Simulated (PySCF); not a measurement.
# Correlation energy of Ar²⁺ (argon, charge +2)

[Ne] 3s2 3p3 3d1, high-spin 5D determinant (an excited configuration). All numbers are calculated (PySCF 2.14, the spin-free X2C one-electron Hamiltonian (Gaussian nucleus), in dyall-acv3z). Frozen: [Ne]; 6 electrons correlated; the 23 highest virtual orbitals of each spin left out.

MP2 pair energies summed by pair of shells (mhartree):

```json
{"pair": "3s-3p", "energy": "-60.70", "share (%)": "53.6"}
{"pair": "3p-3p", "energy": "-17.21", "share (%)": "15.2"}
{"pair": "3s-3d", "energy": "-13.66", "share (%)": "12.1"}
{"pair": "3p-3d", "energy": "-11.40", "share (%)": "10.1"}
{"pair": "3s-3s", "energy": "-10.28", "share (%)": "9.1"}
```

Total MP2 correlation energy: -113.25 mhartree.

Same-spin part -33.43 and opposite-spin part -79.83 mhartree; SCS-MP2 scales them by 1/3 and 6/5 to -106.94 mhartree.
